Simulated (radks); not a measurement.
Results of a calculation; reference values are marked as such.
Initial-state core-level shifts of the zinc ion Zn+ when its valence configuration changes from [Ar] 3d10 4s1. Code: a radial shooting solver on a logarithmic mesh with Libxc functionals. Model: Dirac Kohn-Sham, BLYP, spin-unpolarised, spherical densities, finite nucleus; open shells fill j = l - 1/2 first; Fermi nuclear charge, rms radius 3.9283 fm. Shifts are changes of the shell-averaged eigenvalues in eV (positive: less bound); the change of the density at the nucleus, which sets a Mossbauer isomer shift, is in e/bohr^3, on a base of 2.509e+04.

| valence | 2s | 2p | 3s | 3p | density at nucleus |
|---|---|---|---|---|---|
| 3d9 4s2 | -8.400 | -8.319 | -7.372 | -7.193 | +17.647 |
| 3d9.5 4s1 4p0.5 | -4.847 | -4.810 | -4.439 | -4.354 | +2.355 |
| 3d9 4s1 4p1 | -10.057 | -9.977 | -9.090 | -8.908 | +5.042 |
| 3d9 4p2 | -11.603 | -11.524 | -10.699 | -10.512 | -8.726 |
| 3d10 4p1 | -1.668 | -1.672 | -1.763 | -1.764 | -11.437 |
| 3d10 4s0.5 4p0.5 | -0.850 | -0.853 | -0.898 | -0.899 | -5.569 |
| 3d8 4s2 4p1 | -19.955 | -19.780 | -17.351 | -16.956 | +26.521 |
| 3d8 4s1 4p2 | -21.472 | -21.294 | -18.902 | -18.500 | +11.340 |
| 3d9 4s1.5 4p0.5 | -9.243 | -9.163 | -8.246 | -8.065 | +11.496 |
